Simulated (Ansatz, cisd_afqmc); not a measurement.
System: HSiO, charge 1, singlet. HSiO+ (parent SMILES [SiH]=O, singlet).
B3LYP-D3(BJ)/def2-TZVP minimum from Ansatz (a first-principles code):
```
Si
O 1 1.4891
H 1 1.4811 2 180.00
```
Charge +1, spin multiplicity 1.

Total energies in aug-cc-pV(D+d)Z, 10 correlated electrons, 6 frozen orbitals. Radicals and triplets start from unrestricted determinants; spin-orbit coupling is neglected. Cores are frozen in correlated methods. No relativity. The Monte Carlo rows (phaseless AFQMC, CISD trial, step 0.005/hartree) carry one-sigma bars that omit the constraint's bias. Outlying blocks are dropped, and bars are widened where a walk drifts. Over all cases where full CI ran beside it in this data, AFQMC minus full CI had a median of +0.1 mEh and passed +0.4 mEh in a tenth of the cases. The T1 diagnostic of HOSi+ (parent SMILES O=[SiH], singlet) reaches 0.035 in the sets run. The spin of HOSi+ (parent SMILES O=[SiH], singlet) was assumed, and the state is the lowest solution found for it.

The bar of a AFQMC/CISD walk is widened from 0.40 to 0.89 mEh, since its halves differ by 1.78 mEh.

| method | program | energy (Eh) | minus CCSDT(Q) (mEh) |
|---|---|---|---|
| HF | Ansatz | -364.01624 | 312.70 |
| MP2 | Ansatz | -364.30957 | 19.37 |
| CCSD | Ansatz | -364.31196 | 16.97 |
| CCSD(T) | Ansatz | -364.32606 | 2.87 |
| CCSDT(Q) | Ansatz | -364.32893 | 0.00 |
| AFQMC/CISD | cisd_afqmc | -364.3280 ± 0.0009 | 0.9 ± 0.9 |

Rough core times of Ansatz's runs on a shared machine: CCSD(T) under 20 s, CCSDT(Q) 50 s.
